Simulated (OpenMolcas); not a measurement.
## Rh: effect of the basis set

```yaml
Program: OpenMolcas 26.06
Method: "SS-CASPT2, IPEA 0.25 Eh, imaginary shift 0.1 Eh (closed shells correlated: 4s 4p)"
Active_space: 9 electrons in 6 orbitals (4d 5s)
State_averaging: 2S+1 = 4 even, 20 roots; 2S+1 = 2 even, 52 roots kept (CI in the orbitals of an earlier block)
Spin-orbit_coupling: RASSI with atomic mean-field integrals over the reference wave functions, term energies averaged over their components
```

A. ANO-R1 [6s4p3d1f], X2C, finite nucleus; CASPT2 step of the order of 25 core-seconds
B. ANO-R2 [7s5p4d2f1g], X2C, finite nucleus; CASPT2 step of the order of 20 core-seconds
C. ANO-RCC-VTZP [7s6p4d2f1g], DKH2, point nucleus; CASPT2 step about 17 core-seconds
D. ANO-R3 [8s6p5d3f2g1h], X2C, finite nucleus; CASPT2 step of the order of 100 core-seconds
E. ANO-RCC-VQZP [8s7p5d3f2g1h], DKH2, point nucleus; CASPT2 step about 40 core-seconds

Energies in cm⁻¹ above 4d⁸ 5s ⁴F_9/2, the measured ground level; measured values from NIST Handbook of Basic Atomic Spectroscopic Data.

```tsv
Level	A	B	C	D	E	Measured
4d⁸ 5s ⁴F_9/2	0.0	0.0	0.0	0.0	0.0	0.0
4d⁸ 5s ⁴F_7/2	1565	1509	1510	1508	1495	1530
4d⁸ 5s ⁴F_5/2	2930	2900	2890	2900	2900	2598
4d⁸ 5s ⁴F_3/2	3700	3640	3630	3630	3640	3473
4d⁸ 5s ²F_7/2	6170	5390	5450	5390	5200	5691
4d⁸ 5s ²F_5/2 [61 %]	7800	6940	7000	6920	6790	7791
4d⁸ 5s ²D_3/2 [61 %]	10250	9310	9350	9310	9290	
4d⁷ 5s² ⁴F_9/2	12060	10640	10320	11350	10920	
4d⁸ 5s ⁴P_3/2	12890	11320	11380	11420	11420	
4d⁸ 5s ⁴P_1/2	13230	11570	11630	11680	11680	
4d⁷ 5s² ⁴F_7/2	14030	12610	12280	13340	12910	
4d⁸ 5s ²P_3/2	15150	13440	13500	13580	13540	
4d⁷ 5s² ⁴F_5/2	15290	13880	13540	14600	14170	
4d⁸ 5s ²P_1/2	15880	14030	14110	14210	14170	
4d⁷ 5s² ⁴F_3/2	16040	14620	14260	15330	14900	
4d⁸ 5s ²G_9/2	18040	16460	16550	16440	16430	
4d⁸ 5s ²G_7/2	18210	16660	16750	16630	16620	
4d⁷ 5s² ⁴P_5/2 [72 %]	23960	21470	20900	22210	21860	
4d⁷ 5s² ⁴P_3/2	24830	22170	21700	22920	22600	
4d⁷ 5s² ²D_5/2 [71 %]	25780	24600	23430	24860	24360	
4d⁷ 5s² ⁴P_1/2	25800	23070	22570	23840	23520	
4d⁷ 5s² ²G_9/2	26590	24540	24120	24890	24650	
4d⁷ 5s² ²D_3/2	26760	25520	24500	25790	25330	
4d⁷ 5s² ²G_7/2	28450	26380	25970	26720	26500
```

Deviations, from unrounded energies. A percentage is the sum of absolute deviations over the sum of measured energies, with the sign that they share, or ± where signs differ.

```csv
Against measurement,Levels,A,B,C,D,E
mean absolute deviation (cm-1),5,220,330,300,330,400
fine structure of the ground term (%),3,+7.9,±6.5,±6.2,±6.3,±6.7
other terms of the ground configuration (%),2,+3.6,-8.6,-7.7,-8.7,-11.1
```

A lies closest to measurement on these levels and E furthest from it. The largest miss of A in the table is 4d⁸ 5s ²F_7/2, by +480 cm-1. The ranking rests on the paired levels alone, and a cruder setting can come out closer through cancelling errors.

The two smallest mean deviations differ by little beside CASPT2's spread within terms, so their order carries little weight.

Among A to E the level of the table that moves most is 4d⁷ 5s² ⁴P_1/2, by 3200 cm-1 (lowest in C, highest in A). Moves below CASPT2's spread within the term are not significant.

Term energies are means over components that CASPT2 splits; among the terms shown or strongly mixed into the levels shown the widest spread is 840 cm-1 (4d⁷ 5s² ⁴F, B). Terms from blocks run as CI alone lack orbitals of their own. A single d shell beside an s shell can misplace configurations of different d count against each other. No level of 4d⁹ was computed, though it lies in the active space. Configurations are named by rounded mean occupations; where the s occupation lies near a half they are strongly mixed, a name can repeat and a true partner stay unpaired (holds for A; C). The CASPT2 spread within a term exceeds the gap to the next term for 4d⁷ 5s² ⁴F and 4d⁸ 5s ²P, so the order of their levels is uncertain, and so are names and mixing where such terms share a J (holds for B; D). Measured partners are found by configuration, term and J. A level has none where our copy of the source lacks it or the pairing is in doubt (some pairs that miss far off the trend of their configuration count as doubtful), and it then counts in no deviation. Levels of configurations outside the active space are missing. The table leaves out levels that lie high or whose names do not pair safely across all columns.

A share in square brackets marks a mixed level and gives the weight of the term that names it, the lowest over the columns.
